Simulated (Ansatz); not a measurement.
The cluster Ga2H3⁺. Total charge 1; triplet. Geometry r2SCAN-D4/def2-TZVP, that of the neutral doublet; atoms count from 1.

Cartesian coordinates in Å:
```
Ga -0.710 -0.355 -1.169
Ga 0.538 0.231 0.750
H -1.967 -0.636 -2.065
H 1.069 -0.934 1.640
H 1.071 1.694 0.843
```

At PBE0-D4/def2-TZVP a singlet of charge 1 lies 2.73 eV below the triplet at the same geometry. The structure comes from a short search, and lower isomers may exist.

Estimate the Mulliken populations from the PBE0/def2-TZVP orbitals of Ansatz.


```csv
atom,charge (e),spin (α − β)
Ga1,0.43,1.01
Ga2,0.27,0.53
H3,0.17,0.28
H4,0.07,0.09
H5,0.07,0.09
```
Mulliken values and Mayer orders depend strongly on the basis.

Where does the spin sit?

Summed by element: Ga 1.54, H 0.46, of 2 unpaired in all. Largest on single atoms: Ga1 1.01, Ga2 0.53, H3 0.28.

And the Mayer bond orders between bonded heavy atoms (over 0.3)?

Ga1–Ga2 0.86 (2.36 Å).
